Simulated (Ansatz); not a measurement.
CH5FO2Si can be A, `CO[SiH](O)F`, or B, `OC(O)(F)[SiH3]`.

Isolated molecules relaxed with PBE0-D4/def2-TZVP in Ansatz; ΔE leaves out vibrations. CCSD(T)/CBS is the MP2 limit (def2-TZVPP, def2-QZVPP) plus CCSD(T) − MP2 in def2-TZVPP, frozen cores. DFT in def2-TZVPP. B3LYP here is the variant with VWN-RPA as its local correlation; programs differ in this. Each species was taken in one conformer, which may not be the lowest.

(1) Which is lower in electronic energy at CCSD(T)/CBS, and by how much? (Best estimate.)

(2) Give E(B) − E(A) in kcal/mol with MP2/def2-TZVPP, ωB97M-V, B2PLYP, PBE-D4, B3LYP, CCSD(T)/def2-TZVPP, PBE0-D4. (Best estimate.)

Largest T1 diagnostic: 0.013.

Results:

(1) Computed: A, by 112.4 kcal/mol.

(2) Ansatz gave: MP2/def2-TZVPP 114.9, ωB97M-V 108.3, B2PLYP 112.0, PBE-D4 100.3, B3LYP 109.4, CCSD(T)/def2-TZVPP 110.4, PBE0-D4 104.6. None reverses the order clearly.

In def2-TZVPP, CCSD(T) changes the Hartree–Fock value by −6.3 kcal/mol (the triples alone add −1.6 kcal/mol) and MP2 by −1.7 kcal/mol. From PBE to PBE0 (25 % exact exchange), in def2-TZVPP and without D4, E(B) − E(A) moves by +4.3 kcal/mol.
